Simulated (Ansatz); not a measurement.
CH5AlO2, SMILES `[CH3][Al]([OH])[OH]`, relaxed with RKS PBE-D4/def2-SVP in the Gaussian-basis code of Ansatz from a rough embedded geometry. The force threshold is 0.03 eV/Å; the program also tests the step.

Charge 0, multiplicity 1.

Start:

```xyz
9

C     1.129    0.211    0.788
Al   -0.594   -0.183   -0.050
O    -1.856    1.125   -0.098
O    -0.916   -1.760   -0.825
H     0.999    0.447    1.897
H     1.808   -0.752    0.761
H     1.684    1.020    0.282
H    -1.638    1.655   -0.987
H    -0.616   -1.763   -1.768
```

Q: By how much does the energy fall, and how many steps does the optimiser take? (Best estimate.)

A: The calculation gave: 74.71 kJ/mol, in 7 steps.

Q: Which bonds change most? (An estimate is asked.)

A: The calculation gave: Al2–O3 from 1.818 to 1.722 Å; O3–H8 from 1.057 to 0.969 Å; C1–H6 from 1.179 to 1.108 Å; Al2–O4 from 1.786 to 1.721 Å.

Q: Give the relaxed structure. (Estimate.)

A: Computed: 
```xyz
9

C     1.223    0.172    0.891
Al   -0.337   -0.055   -0.246
O    -1.418    1.275   -0.418
O    -0.563   -1.569   -1.033
H     0.922    0.353    1.944
H     1.879   -0.721    0.868
H     1.819    1.052    0.571
H    -2.227    1.283   -0.951
H    -1.297   -1.790   -1.625
```
